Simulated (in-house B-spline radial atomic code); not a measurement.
A calculation on Tb2+: its settings, and results tabulated from the run. Method: scalar-relativistic (X2C) PBE, spherical fractional occupations, Fermi nucleus of rms radius 5.06 fm, inside a hard spherical wall at 4.98 bohr. Calculated with a B-spline radial code for spherical atoms.

Command:
```bash
python run_scf.py task.json out
```
Settings (nuclear radius in fm, mass in u):
```
Z                65
configuration    [Kr] 4d9 4f9 5s2 5p6 5f1
hamiltonian      x2c
method           pbe,pbe
spin_polarised   False
nucleus          fermi
rms_radius       5.06
atomic_mass      158.92535
speed_of_light   137.035999084
wall_radius      4.98
```

Output (hartree, bohr):
```
 radial grid: 62 intervals, B-splines of order 8, outer radius 4.98 bohr

 iter        energy (Eh)    residual
    1      -11673.590807    6.71e-01
    2      -11671.496327    1.09e+00
    3      -11700.874065    1.28e-01
    4      -11701.301465    5.15e-02
    5      -11701.348579    2.64e-02
    6      -11701.358039    5.68e-03
    7      -11701.359799    1.39e-03
    8      -11701.359842    3.77e-05
    9      -11701.359842    2.14e-06
   10      -11701.359842    1.25e-07

 total energy                    -11701.35984
 kinetic                           12804.5851
 electron-nucleus                 -28763.4830
 Hartree                            4515.9641
 exchange-correlation               -258.4260

 orbital      occ     eigenvalue          <r>       <r^2>       <1/r>       r_max
 1s         2.000     -1901.7226    0.0207822 0.000598657     78.5864     0.01278
 2s         2.000      -316.1431    0.0908106  0.00980134     18.1598     0.07736
 2p         6.000      -281.6037    0.0804328  0.00791395     15.9572     0.06232
 3s         2.000       -70.8738      0.23891   0.0653631     6.52533      0.2199
 3p         6.000       -60.1728      0.23746   0.0654572     5.91855      0.2156
 3d        10.000       -45.9722     0.216385   0.0550213     5.56115      0.1763
 4s         2.000       -14.7656     0.540635    0.330084     2.70349      0.5048
 4p         6.000       -11.2219     0.571653    0.371848     2.43559      0.5263
 4d         9.000        -6.2923     0.620482    0.446651     2.13707      0.5459
 4f         9.000        -0.9593     0.820119    0.869939     1.58815      0.5481
 5s         2.000        -2.4805      1.29883     1.89562     1.03373       1.169
 5p         6.000        -1.6141      1.50712     2.57055     0.86856       1.321
 5f         1.000         0.0994      2.99104     9.65796    0.412957       3.127
```

Run time, properties included: 0.09 s on 1 thread of Arm Neoverse V2 (shared host).

One-electron X2C: radii and densities carry no picture-change correction, so inner-shell <1/r> comes out high (for 1s by about 2 % at Z = 33, 5 % at 54, 10 % at 75, 30 % at 118) and <r> low.
